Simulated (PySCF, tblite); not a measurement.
Isomers of C4H12F2Si2. Computed values, GFN2-xTB/tblite, gas phase, harmonic and unscaled. The method is semi-empirical: single wavenumbers can be off by several per cent or more. Modes of hydrogen on silicon can be 10 to 20 % off. One conformer each.

Electronic energies: PBE0/pcSseg-1 single points on the GFN2-xTB geometries (PySCF, gas phase).

| SMILES | electronic energy, lowest = 0 (kcal/mol) |
| --- | --- |
| C[SiH2]C[C@H](CF)[SiH2]F | 0.0 |
| FCCC([SiH3])([SiH3])CF | 53.3 |
| CC[C@](F)(C[SiH3])[SiH2]F | 9.0 |

How do GFN2-xTB zero-point energies change the relative energies?

| SMILES | ZPE (kcal/mol) | of it from modes above 1550 cm⁻¹ | electronic (kcal/mol) | with ZPE, lowest = 0 (kcal/mol) | lowest mode (cm⁻¹) | rings |
| --- | --- | --- | --- | --- | --- | --- |
| C[SiH2]C[C@H](CF)[SiH2]F | 92.2 | 47.1 | 0.0 | 0.0 | 39 | 0 |
| CC[C@](F)(C[SiH3])[SiH2]F | 91.1 | 46.4 | 9.0 | 7.9 | 29 | 0 |
| FCCC([SiH3])([SiH3])CF | 89.9 | 44.9 | 53.3 | 51.0 | 52 | 0 |

The zero-point energies span 2.3 kcal/mol, from `FCCC([SiH3])([SiH3])CF` to `C[SiH2]C[C@H](CF)[SiH2]F`. The order is unchanged.

And how do the electronic energies of GFN2-xTB itself compare?

`C[SiH2]C[C@H](CF)[SiH2]F` 6.2; `CC[C@](F)(C[SiH3])[SiH2]F` 0.0; `FCCC([SiH3])([SiH3])CF` 43.9 kcal/mol, lowest = 0. Against the energies above, taken from the same isomer `C[SiH2]C[C@H](CF)[SiH2]F`, the largest difference is 15.6 kcal/mol.

What do entropy and thermal enthalpy add at 298.15 K and 1 bar (rigid rotor, harmonic oscillator, one conformer each)?

```tsv
SMILES	point group	symmetry number	S (cal/(mol K))	H − H(0) (kcal/mol)	ZPE + H − H(0) − TS (kcal/mol)
C[SiH2]C[C@H](CF)[SiH2]F	C1	1	111.8	8.36	67.2
CC[C@](F)(C[SiH3])[SiH2]F	C1	1	109.0	8.24	66.9
FCCC([SiH3])([SiH3])CF	C1	1	105.4	8.01	66.5
```
